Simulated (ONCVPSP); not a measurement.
Before and after: ONCV potential for Ni

ONCVPSP 4.0.1 input, shortened (lines: element, Z, core and valence counts, functional; n l f; lmax; l rc ep ncon nbas qcut; lloc lpopt rc5 dvloc0; l nproj debl; icmod fcfact rcfact), PBEsol, fully relativistic:

```
  Ni 28.00    4    4  -116133      upf
    1    0    2.00
    2    0    2.00
    2    1    6.00
    3    0    2.00
    3    1    6.00
    3    2    8.00
    4    0    1.00
    4    1    1.00
    2
    0    2.00    0.00    4    8    3.60
    1    1.40    0.00    3    6   10.50
    2    1.65    0.00    4    9   11.30
    4    5    0.85    3.00
    0    1    0.90
    1    2    2.60
    2    2    2.50
    0    0.00    0.00
```

Open shells are filled in proportion to 2j + 1.

Change: s: qcut 2.5.

Cutoffs: the cutoffs (Ha) at which the residual kinetic energy of the hardest occupied pseudo-wave falls to 1 and 0.1 mHa per electron; they do not see the model core or the augmentation charge, which bear on the density cutoff. Errors are all-electron minus pseudo energies relative to the spin-unpolarised reference configuration.

Question: Predict the effect on cutoff, ghosts and configuration errors.

Answer: The potential gets neither clearly harder nor softer (44 Ha and 50 Ha → 44 Ha and 50 Ha); both files keep a bound ghost (s); of the 4 tests that both files solve, the error grows in 0 and shrinks in 2 by more than 15 % and 0.3 meV (median size 1.6 → 1.3 meV).

| quantity | base | changed |
| --- | --- | --- |
| cutoff, loose | 44 Ha | 44 Ha |
| cutoff, tight | 50 Ha | 50 Ha |
| loose cutoff by channel | s 5.4 Ha, p 37 Ha, d 44 Ha | s 17 Ha, p 37 Ha, d 44 Ha |
| bound ghosts | s | s |
| GHOST(+) flags under 300 eV | none | none |
| error for 3p6 3d8 4s2 4p0, meV [ΔE -4.63 eV] | -4.1 | -2.9 |
| error for 3p6 3d8 4s1 4p0, meV [ΔE 4.71 eV] | +1.2 | +1.0 |
| error for 3p6 3d8 4s0 4p0, meV [ΔE 21.97 eV] | -1.9 | +1.5 |
| error for 3p6 3d8 4s1.5 4p0, meV [ΔE -0.90 eV] | -1.2 | -1.1 |
| s: phases at 2.03 bohr within 0.05 rad from the reference energy up to (Ha; the scan ends near 5) | 1.7 | 1.5 |
| p3/2: phases at 1.42 bohr within 0.05 rad from the reference energy up to (Ha; the scan ends near 5) | to the end of the scan | to the end of the scan |
| p1/2: phases at 1.42 bohr within 0.05 rad from the reference energy up to (Ha; the scan ends near 5) | to the end of the scan | to the end of the scan |
| d5/2: phases at 1.68 bohr within 0.05 rad from the reference energy up to (Ha; the scan ends near 5) | to the end of the scan | to the end of the scan |
| d3/2: phases at 1.68 bohr within 0.05 rad from the reference energy up to (Ha; the scan ends near 5) | to the end of the scan | to the end of the scan |

 A true bound ghost makes a file unfit for plane-wave use even where its test errors are small: the radial tests pick states by their node count and pass the ghost by.
